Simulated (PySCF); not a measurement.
Vertical excitation energies

Compound: C₄H₉N₃Si.
Cartesian coordinates in Å at the GFN2-xTB level; atoms count from 1:
```
atom  x, y, z in Å
C1    -2.692    0.480    0.299
C2    -1.898   -0.771   -0.065
N3    -0.521   -0.644    0.324
C4     0.456    0.095   -0.245
C5     1.572   -0.113    0.541
Si6    3.314    0.554    0.412
N7     1.193   -0.961    1.532
N8    -0.038   -1.266    1.396
H9    -2.639    0.658    1.370
H10   -3.734    0.350    0.018
H11   -2.297    1.351   -0.219
H12   -2.293   -1.640    0.466
H13   -1.947   -0.955   -1.143
H14    0.302    0.680   -1.128
H15    3.290    1.986    0.732
H16    3.752    0.388   -0.979
H17    4.174   -0.179    1.331
```

Method used: PySCF 2.14.0, density-fitted response routines, TDDFT B3LYP/def2-SVPD, vertical, gas phase, core orbitals frozen in the response.

**Question.** Predict the UV-vis stick spectrum at this level.

**Answer.** 

| state | E (eV) | λ (nm) | f | \|μ\| (D) | main configurations (H = HOMO, L = LUMO) |
| --- | --- | --- | --- | --- | --- |
| S1 | 5.46 | 227.2 | 0.0025 | 0.35 | H→L (96%) |
| S2 | 6.30 | 196.9 | 0.0054 | 0.47 | H→L+2 (94%) |
| S3 | 6.30 | 196.7 | 0.090 | 1.94 | H-1→L (85%) |
| S4 | 6.65 | 186.4 | 0.0048 | 0.43 | H-1→L+1 (86%) |
| S5 | 6.70 | 185.1 | 0.015 | 0.76 | H→L+1 (90%) |
| S6 | 6.80 | 182.2 | 0.012 | 0.67 | H-1→L+2 (46%), H-2→L (42%) |
| S7 | 6.94 | 178.7 | 0.0033 | 0.35 | H-3→L (93%) |
| S8 | 7.12 | 174.1 | 0.0098 | 0.60 | H→L+3 (49%), H-1→L+3 (34%) |

Triplets (Tamm–Dancoff): T1 4.66 eV, H-1→L (84%); T2 4.70 eV, H→L (60%), H→L+2 (29%); T3 5.52 eV, H-2→L (77%), H-2→L+2 (8%).

The lowest singlet lies at 5.46 eV (227 nm, ultraviolet) and is very weak; its leading configuration is HOMO→LUMO (96%). The strongest level in the table is S3 at 6.30 eV (197 nm, f = 0.090). S2/S3 lie within about 0.01 eV of each other. Löwdin shares by element: HOMO nitrogen 83%, carbon 10% or more; LUMO nitrogen 37% or more, carbon 32% or more (atoms not listed hold the other 32%). The oscillator strengths of these states sum to 0.142; summed over the whole spectrum of an exact calculation they would give the number of electrons, 68 (Thomas–Reiche–Kuhn). Weighted by f, the mean energy of these states is 6.45 eV. The listed states span 1.67 eV, and the widest gap between neighbours is 0.84 eV (S1 to S2). No computed singlet lies in the visible range (380 to 750 nm); the lowest, at 227 nm, stands 2.19 eV above its violet end (3.26 eV). Singlets were solved by full linear response, triplets in the Tamm–Dancoff approximation.

One conformer stands for the species.
